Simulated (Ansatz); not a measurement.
```yaml
crystal:
  periodic: [false, false, false]
  atoms:
    - {symbol: C, position_ang: [0.980479, 1.249987, 1.094267]}
    - {symbol: O, position_ang: [0.289396, 0.293641, 0.223625]}
    - {symbol: Sc, position_ang: [-1.052784, -0.707472, -1.147783]}
    - {symbol: O, position_ang: [-1.236440, -2.307359, -0.435705]}
    - {symbol: Cl, position_ang: [-1.659476, 0.070840, -3.003526]}
    - {symbol: H, position_ang: [1.504315, 1.902906, 0.365129]}
    - {symbol: H, position_ang: [1.640674, 0.576189, 1.610513]}
    - {symbol: H, position_ang: [0.449430, 1.778172, 1.536295]}
    - {symbol: H, position_ang: [-1.393004, -3.153019, -0.140297]}
basis:
  gaussian: {orbitals: aug-pcseg-2}
magnetization: {spin_polarized: true, initial_magnetization: 1}
hamiltonian: {xc: {name: B3LYP5}}
accuracy: high
scf: {lower_state_search: off}
```

```sh
$ ansatz run in.yaml --threads 4 --pin off --events-out ev --progress --plain --max-ram 10444MiB
```

Output, abridged:

```
Error: a molecule whose nuclei and cores have a total charge of 64 cannot have a net charge of 0 together with 1 unpaired electrons
```

In this input the number of unpaired electrons doesn't fit the electron count. The input was rejected before any iteration.
